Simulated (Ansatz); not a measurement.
Consider the redistribution: `C[N](C)[Sn][NH2]` + `N[Si]F` → `[NH2][Sn][NH2]` + `CN(C)[Si]F`.

Computed with Ansatz on PBE0-D4/def2-TZVP structures; ΔE is electronic, products minus reactants. CBS: MP2 limit from def2 TZ/QZ plus the TZ coupled-cluster correction, frozen cores. This one scheme is used for every species. Functionals use def2-TZVPP. B3LYP here is the variant with VWN-RPA as its local correlation; programs differ in this. HSE06 is defined as in plane-wave codes. def2 core potentials past Kr. For Sn outer-core shells are correlated without core-valence functions, which leaves a few kJ/mol of doubt a bond. One conformer a species, not always the lowest.

```
             level  ΔE (kcal/mol)  difference from CCSD(T)/CBS
       LDA (SPW92)           -1.6                         -0.3
            PBE-D4           -1.5                         -0.2
         revPBE-D4           -1.4                         -0.1
           BLYP-D4           -1.1                          0.2
         r2SCAN-D4           -2.0                         -0.7
            B97M-V           -1.4                         -0.1
           PBE0-D4           -1.9                         -0.6
          B3LYP-D4           -1.5                         -0.2
        r2SCANh-D4           -2.1                         -0.8
          HSE06-D4           -1.9                         -0.6
          BHLYP-D4           -1.9                         -0.6
      CAM-B3LYP-D4           -2.1                         -0.8
           ωB97X-V           -2.4                         -1.1
           ωB97M-V           -2.3                         -1.0
            B2PLYP           -1.8                         -0.5
            revPBE           -2.1                         -0.8
              BLYP           -1.9                         -0.6
            r2SCAN           -2.2                         -0.9
              PBE0           -2.3                         -1.0
             B3LYP           -2.2                         -0.9
           r2SCANh           -2.3                         -1.0
           r2SCAN0           -2.4                         -1.1
             HSE06           -2.3                         -1.0
             BHLYP           -2.6                         -1.3
         CAM-B3LYP           -2.6                         -1.3
           LC-ωPBE           -3.1                         -1.8
       HF/def2-SVP           -2.3                         -1.0
     CCSD/def2-SVP           -1.1                          0.2
  CCSD(T)/def2-SVP           -0.9                          0.4
     HF/def2-TZVPP           -3.2                         -1.9
    MP2/def2-TZVPP           -1.2                          0.1
SCS-MP2/def2-TZVPP           -1.7                         -0.4
   CCSD/def2-TZVPP           -1.8                         -0.5
CCSD(T)/def2-TZVPP           -1.5                         -0.2
     HF/def2-QZVPP           -3.2                         -1.9
    MP2/def2-QZVPP           -1.1                          0.2
SCS-MP2/def2-QZVPP           -1.6                         -0.3
      HF/CBS(def2)           -3.2                         -1.9
     MP2/CBS(def2)           -1.1                          0.2
    CCSD/CBS(def2)           -1.6                         -0.3
       CCSD(T)/CBS           -1.3                            0
```

Q: What do rigid-rotor, harmonic-oscillator terms from PBE0-D4/def2-TZVP frequencies (298.15 K, 1 bar) make of the CCSD(T)/CBS value? (Best estimate.)

A: Ansatz gave: ΔZPE = +0.1 kcal/mol, ΔH = -1.1 kcal/mol, ΔS = -7 J/(mol·K), ΔG = -0.6 kcal/mol.

Largest T1 diagnostic among the species: 0.016.

From BLYP to BHLYP (50 % exact exchange), in def2-TZVPP and without D4, ΔE moves by −0.7 kcal/mol. Leaving LDA and LC-ωPBE aside and taking each functional with its dispersion term where it has one, the values spread over 1.3 kcal/mol, from ωB97X-V to BLYP-D4. In def2-TZVPP, CCSD(T) changes the Hartree–Fock value by +1.8 kcal/mol (the triples alone add +0.3 kcal/mol) and MP2 by +2.0 kcal/mol.

CCSD(T)/CBS has its own doubt, a few kJ/mol and more with outer-core shells, so smaller differences from it don't rank the levels.
